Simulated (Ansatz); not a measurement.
Start from `CCS[SiH2]Cl` and change one atom or group to get `CCSC=O`.

Ansatz, PBE0-D4/def2-TZVP geometries, multiplicity 1. Each molecule was computed in one conformer, which needn't be the lowest.

```tsv
property	`CCS[SiH2]Cl`
LUMO energy (B3LYP/def2-TZVPP) / eV	-0.36
HOMO energy (B3LYP/def2-TZVPP) / eV	-7.04
size of the dipole moment (PBE/def2-TZVPP) / D	1.70
LUMO energy (PBE/def2-TZVPP) / eV	-1.06
HOMO energy (ωB97M-V/def2-TZVPP) / eV	-9.47
size of the dipole moment (B3LYP/def2-TZVPP) / D	1.70
```

Q: Give the same properties after the change, and the shifts. (Estimate.)

A: The calculation gave: 
| property | `CCSC=O` | shift |
| --- | --- | --- |
| LUMO energy (B3LYP/def2-TZVPP) / eV | -1.03 | -0.67 |
| HOMO energy (B3LYP/def2-TZVPP) / eV | -7.30 | -0.26 |
| size of the dipole moment (PBE/def2-TZVPP) / D | 1.64 | -0.06 |
| LUMO energy (PBE/def2-TZVPP) / eV | -1.82 | -0.76 |
| HOMO energy (ωB97M-V/def2-TZVPP) / eV | -9.66 | -0.19 |
| size of the dipole moment (B3LYP/def2-TZVPP) / D | 1.71 | 0.01 |

With PBE0 the HOMO falls by 0.23 eV and the LUMO falls by 0.63 eV, so the gap narrows by about 0.40 eV. PBE moves the HOMO by -0.11 eV and ωB97M-V by -0.19 eV. Dipoles are sizes alone; their direction can turn.

B3LYP here is the variant with VWN-RPA as its local correlation; programs differ in this.
